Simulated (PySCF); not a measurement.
## Which determinant of AlSb⁺ lies lowest?

Unrestricted PBE0; basis Al def2-TZVPPD, Sb def2-TZVPPD with ECP28; scalar-relativistic core potentials; PySCF 2.14. Outer shells of the fragments: Al+ 3s2; Sb 4d10 5s2 5p3.

Followed along the bond (rough minima from three points):

| 2Ms+1 | unpaired | ⟨S²⟩ at the start | R at minimum (Å) | Te (eV) |
| --- | --- | --- | --- | --- |
| 4 | σ ↑, π ↑↑ | 3.76 | 2.81 | 0.00 |
| 2 | σ ↓, π ↑↑ | 1.77 | 2.72 | 0.35 |
| 2 | σ ↑, π ↑↓ | 1.77 | 2.75 | 0.46 |
| 2 | σ ↑ | 0.76 | 2.72 | 1.30 |
| 2 | π ↑ | 0.78 | none in the scan | ≤ 1.28 |

Solutions found at the starting distance of 2.660 Å, counted from the lowest of them; the search is not exhaustive and high or unbound solutions are not listed, so other states can lie among these:

```
2Ms+1   unpaired   term  E (eV)  ⟨S²⟩  ⟨Lz²⟩  μ (D)
    4  σ ↑, π ↑↑    ⁴Σ⁻    0.00  3.76   0.00  -5.17
    2  σ ↓, π ↑↑  mixed    0.33  1.77   0.00  -5.33
    2  σ ↑, π ↑↓  mixed    0.44  1.77   2.02  -5.18
    2        σ ↑  mixed    1.28  0.76   2.01  -4.94
    2        π ↑     ²Π    1.35  0.78   1.01  -6.70
    2        π ↑     ²Π    1.58  0.75   1.01  -2.23
```

A term symbol is given only where ⟨S²⟩ and ⟨Lz²⟩ are close to those of a pure state; real π, δ and φ orbitals otherwise mix terms. A positive dipole points towards Sb; it is taken about the centre of mass and depends on that origin.

Spin–orbit coupling is left out.
